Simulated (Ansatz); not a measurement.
Program: Ansatz. Geometries: PBE0-D4/def2-TZVP. ΔE: electronic, gas phase. CCSD(T)/CBS is the MP2 limit (def2-TZVPP, def2-QZVPP) plus CCSD(T) − MP2 in def2-TZVPP, frozen cores. DFT in def2-TZVPP. B3LYP here is the variant with VWN-RPA as its local correlation; programs differ in this. For Ti outer-core shells are correlated without core-valence functions, which leaves a few kJ/mol of doubt a bond. Scalar relativity is left out up to krypton. Each species was taken in one conformer, which may not be the lowest.

Reaction (substitution at a C–S bond): `C[S][Ti]([OH])([Cl])[Cl]` + `O[SiH2]N[SiH2]Cl` → `CO[SiH2]N[SiH2]Cl` + `[OH][Ti]([SH])([Cl])[Cl]`

`C[S][Ti]([OH])([Cl])[Cl]`:

Z-matrix (Å, degrees):
```
C
S 1 1.819
H 1 1.089 2 110.3
H 1 1.090 2 106.9 3 118.9
H 1 1.090 2 111.0 3 -122.3
Ti 2 2.247 1 99.4 3 67.6
Cl 6 2.199 2 108.0 1 -58.1
O 6 1.742 2 104.9 1 -179.0
Cl 6 2.200 2 108.4 1 60.0
H 8 0.956 6 159.5 2 175.6
```

`O[SiH2]N[SiH2]Cl`:

Cartesian coordinates in Å:
```
O -1.408 1.812 -1.174
Si 0.036 1.152 -0.753
N -0.060 0.162 0.659
Si 0.343 -1.494 0.799
Cl 2.329 -1.813 1.255
H -2.129 1.215 -1.379
H 0.566 0.252 -1.809
H 0.902 2.329 -0.530
H -0.243 0.643 1.530
H -0.430 -2.104 1.903
H 0.094 -2.153 -0.500
```

`CO[SiH2]N[SiH2]Cl`:

```xyz
14

C     1.310   -0.924    1.498
O     0.469   -1.494    0.519
Si   -1.023   -0.926    0.165
N    -1.022    0.728   -0.341
Si   -0.222    1.389   -1.699
Cl    1.668    2.089   -1.247
H     0.824   -0.903    2.481
H     2.210   -1.537    1.572
H     1.602    0.095    1.225
H    -1.912   -0.971    1.357
H    -1.489   -1.801   -0.930
H    -1.396    1.388    0.327
H    -0.057    0.312   -2.698
H    -0.960    2.556   -2.228
```

`[OH][Ti]([SH])([Cl])[Cl]`:

```xyz
7

O     0.749    1.256    0.927
Ti    0.113   -0.186    0.181
S    -0.659    0.516   -1.832
Cl    1.654   -1.718   -0.106
Cl   -1.538   -1.028    1.343
H     0.716    1.898    1.637
H    -1.036   -0.739   -2.150
```

| level | ΔE (kcal/mol) | difference from CCSD(T)/CBS |
| --- | --- | --- |
| PBE-D4 | 11.1 | -0.8 |
| r2SCAN-D4 | 10.8 | -1.1 |
| PBE0-D4 | 10.8 | -1.1 |
| B3LYP-D4 | 9.6 | -2.3 |
| ωB97X-V | 9.4 | -2.5 |
| ωB97M-V | 10.1 | -1.8 |
| B2PLYP | 10.8 | -1.1 |
| PBE | 11.1 | -0.8 |
| r2SCAN | 10.9 | -1.0 |
| PBE0 | 10.9 | -1.0 |
| B3LYP | 9.6 | -2.3 |
| HF/def2-TZVPP | 7.1 | -4.8 |
| MP2/def2-TZVPP | 12.7 | 0.8 |
| SCS-MP2/def2-TZVPP | 11.1 | -0.8 |
| CCSD/def2-TZVPP | 9.8 | -2.1 |
| CCSD(T)/def2-TZVPP | 10.7 | -1.2 |
| HF/def2-QZVPP | 7.0 | -4.9 |
| MP2/def2-QZVPP | 13.3 | 1.4 |
| SCS-MP2/def2-QZVPP | 11.8 | -0.1 |
| HF/CBS(def2) | 7.0 | -4.9 |
| MP2/CBS(def2) | 13.9 | 2.0 |
| CCSD/CBS(def2) | 11.0 | -0.9 |
| CCSD(T)/CBS | 11.9 | 0 |

Largest T1 diagnostic among the species: 0.026, so the coupled-cluster value is less sure than usual.

In def2-TZVPP, CCSD(T) changes the Hartree–Fock value by +3.6 kcal/mol (the triples alone add +0.9 kcal/mol) and MP2 by +5.6 kcal/mol.
